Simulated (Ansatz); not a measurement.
Species: C$_{4}$H$_{8}$O (charge 0, singlet). SMILES: CC(C)C=O
Coordinates optimised at B3LYP-D3(BJ)/def2-TZVP (Ansatz, an electronic-structure program):
```
C
H 1 1.0995
C 1 1.5109 2 104.88
O 3 1.2031 1 125.47 2 120.13
H 3 1.1127 4 120.29 1 -179.51
C 1 1.5223 2 109.68 3 121.10
H 6 1.0896 1 111.26 2 -60.31
H 6 1.0910 7 108.64 1 -121.80
H 6 1.0910 7 107.43 8 -116.98
C 1 1.5357 2 107.29 3 -115.92
H 10 1.0904 1 110.34 2 -59.88
H 10 1.0919 11 107.93 1 -122.28
H 10 1.0920 11 108.02 12 -116.69
```
Charge 0, spin multiplicity 1.

Q: Give the harmonic wavenumbers at B3LYP-D3(BJ)/def2-TZVP (Ansatz, finite differences of forces, unscaled).

A: 95, 203, 232, 274, 345, 402, 643, 798, 916, 930, 947, 978, 1131, 1157, 1204, 1306, 1358, 1405, 1411, 1433, 1486, 1491, 1504, 1509, 1805, 2854, 2981, 3033, 3044, 3094, 3103, 3107, 3116 cm⁻¹. Zero-point energy 70.5 kcal/mol.

Q: From these and the geometry, give the ideal-gas thermochemistry at 298.15 K and 1 atm (rigid rotor, harmonic oscillator).

A: Point group C1, rotational symmetry number 1. Rotational constants 7.486, 4.109, 2.982 GHz. S(trans) 38.74, S(rot) 25.66, S(vib) 12.60, S(elec, spin only) 0.00, S 77.0 cal/(mol K). H(298) - H(0) 4.54 kcal/mol; G - E(el) 52.0 kcal/mol.
